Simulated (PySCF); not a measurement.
**Molecular orbitals of InN⁻**

MN15 at R = 2.055 Å; basis In def2-SVPD with ECP28, N def2-SVPD; scalar-relativistic core potentials; PySCF 2.14. State: ²Π (doublet), unpaired electrons π ↑. Only the outer orbitals are listed, counted within each symmetry, core potentials removing the inner ones.

```
spin  orbital  occ.  ε (eV)  on In (%)           main shells (%)
   α       5σ     1  -13.44         31           69 N s, 24 In d
   α       6σ     1   -4.59         72           71 In s, 24 N p
   α       3π     1   -2.44         18           82 N p, 14 In p
   α       3π     1   -1.70         21           79 N p, 16 In p
   α       7σ     1   -1.14         51  45 N p, 29 In p, 21 In s
   α       4π     0    3.64         91    82 In p, 9 N p, 8 In d
   α       4π     0    3.92         90  79 In p, 11 In d, 10 N p
   α       8σ     0    4.68        103                   98 In s
   β       5σ     1  -11.93         20            80 N s, 9 In d
   β       6σ     1   -4.34         80           78 In s, 15 N p
   β       7σ     1   -0.52         49  46 N p, 34 In p, 13 In s
   β       3π     1   -0.35         49           51 N p, 44 In p
   β       3π     0    2.80         83           83 In p, 17 N p
   β       4π     0    4.18         74  51 In p, 26 N p, 23 In d
   β       8σ     0    4.66        101                   93 In s
```

Which are the highest filled and the lowest empty level, where do they sit, and how wide is the gap?

Highest filled β 3π at -0.35 eV (in %: 51 N p, 44 In p); lowest empty β 3π at 2.80 eV (in %: 83 In p, 17 N p); the gap at MN15 is 3.15 eV. Both belong to one degenerate shell, split only by its one-sided filling, so this is no excitation gap. An empty level above zero is unbound, and its energy depends on the basis.

- bond order (Mayer): 2.00
- ⟨S²⟩: 0.846
- charge on In (Mulliken, basis-dependent): -0.57
- charge on In (Löwdin, basis-dependent): -0.48
- dipole moment (positive dipole points towards N; it is taken about the centre of mass and depends on that origin): -3.53 D

Shares are Mulliken populations and can fall outside 0 to 100 %.

Spin–orbit coupling is left out. The state was picked by a PBE0 search and need not be the measured ground state.
